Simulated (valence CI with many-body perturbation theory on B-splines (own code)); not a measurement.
# Level structure of Eu XIII

Method: valence CI with perturbative core correlation (CI+MBPT): five valence electrons over a frozen Dirac-Fock core [Kr] 4d10, radial functions for each j: 7 s, 7 p, 7 d, 7 f, 4 g, 2 h, with the one-electron correlation potential Σ1, the two-electron term Σ2, the three-electron term Σ3, Breit, model QED; selected CI, second order for the rest, scaled by the run's own slope (own B-spline code, finite nucleus).

No measured spectrum was set against this ion. As an estimate, terms of the open shell hold to a few per cent of their energy, and close levels can change places. Among the levels kept, up to 2600 cm⁻¹ of a level comes from second order outside the variational space, and about a tenth of that is noise between levels of different J, which matters for small intervals.

Levels 181 to 205 of 205, with energies above the lowest level, 4f3.5s2 4I°_9/2. "Leading %" is the weight of the configuration and term that name the level; weights of strongly mixed levels are sums over their largest components and can fall short. Lifetimes count E1, E2, E3, M1 and M2 decay at the calculated energies, and are blank where another channel may lead or the interval is too uncertain; long ones can be off by a factor of two.

| No. | Configuration | Term | J | E (cm⁻¹) | Leading % | Lifetime | g | Second component |
| --- | --- | --- | --- | --- | --- | --- | --- | --- |
| 181 | 4f4.5s | 4G | 9/2 | 159760 | 44 | 2.30 μs | 1.174 | 26 % 4f4.5s 4F |
| 182 | 4f2.5s2.5p | 2I° | 11/2 | 159900 | 59 | 548 μs | 0.988 | 37 % 4f2.5s2.5p 2H° |
| 183 | 4f2.5s2.5p | 4D° | 3/2 | 159920 | 61 | 225 μs | 1.178 | 11 % 4f2.5s2.5p 2P° |
| 184 | 4f2.5s2.5p | 2K° | 13/2 | 160130 | 52 | 228 μs | 1.002 | 43 % 4f2.5s2.5p 2I° |
| 185 | 4f4.5s | 4F | 3/2 | 160730 | 87 | 2.19 μs | 0.486 | 9 % 4f4.5s 4D |
| 186 | 4f4.5s | 4K | 11/2 | 161020 | 85 | 995 ns | 0.797 | 6 % 4f4.5s 2I |
| 187 | 4f4.5s | 2F | 7/2 | 161020 | 51 | 3.11 μs | 1.163 | 20 % 4f4.5s 4F |
| 188 | 4f4.5s | 4F | 5/2 | 161580 | 67 | 2.33 μs | 1.064 | 20 % 4f4.5s 4D |
| 189 | 4f4.5s | 4K | 13/2 | 161710 | 82 | 977 ns | 0.988 | 7 % 4f4.5s 4I |
| 190 | 4f4.5s | 4H | 7/2 | 161750 | 51 | 2.70 μs | 0.966 | 26 % 4f4.5s 4D |
| 191 | 4f4.5s | 4H | 7/2 | 162120 | 36 | 2.90 μs | 1.028 | 30 % 4f4.5s 4F |
| 192 | 4f4.5s | 2H | 9/2 | 162330 | 66 | 1.20 μs | 1.021 | 21 % 4f4.5s 4F |
| 193 | 4f4.5s | 4K | 15/2 | 162570 | 91 | 775 ns | 1.089 |  |
| 194 | 4f2.5s2.5p | 2D° | 5/2 | 162810 | 35 | 217 μs | 1.215 | 30 % 4f2.5s2.5p 4D° |
| 195 | 4f4.5s | 4K | 17/2 | 162890 | 90 | 691 ns | 1.165 | 9 % 4f4.5s 2L |
| 196 | 4f4.5s | 4H | 9/2 | 162910 | 45 | 19.4 ns | 0.805 | 32 % 4f3.5s.5p 6K |
| 197 | 4f4.5s | 4H | 9/2 | 162950 | 39 | 17.4 ns | 0.781 | 37 % 4f3.5s.5p 6K |
| 198 | 4f4.5s | 2N | 21/2 | 163670 | 98 | 90.2 ms | 1.048 |  |
| 199 | 4f4.5s | 4H | 11/2 | 163900 | 80 | 8.57 μs | 1.109 | 5 % 4f4.5s 4I |
| 200 | 4f4.5s | 2N | 19/2 | 163920 | 96 | 239 μs | 0.954 |  |
| 201 | 4f2.5s2.5p | 4S° | 3/2 | 163930 | 49 | 120 μs | 1.740 | 24 % 4f2.5s2.5p 4P° |
| 202 | 4f4.5s | 2H | 11/2 | 164380 | 84 | 1.80 μs | 1.086 | 5 % 4f4.5s 4H |
| 203 | 4f4.5s | 4H | 13/2 | 164480 | 83 | 7.32 μs | 1.199 | 8 % 4f4.5s 4K |
| 204 | 4f4.5s | 2G | 7/2 | 166220 | 62 | 1.68 μs | 0.963 | 18 % 4f4.5s 2F |
| 205 | 4f3.5s.5p | 6K | 11/2 | 167310 | 60 | 7.95 ns | 0.908 | 22 % 4f3.5s.5p 6I |

Names give the largest LS component (configuration and term), which can be under half, so a name can repeat, a term be missing and a line seem to break the LS rules; names also repeat where a configuration has a term twice.

Where two levels of one J and parity lie close, their mixing, g and order are uncertain.
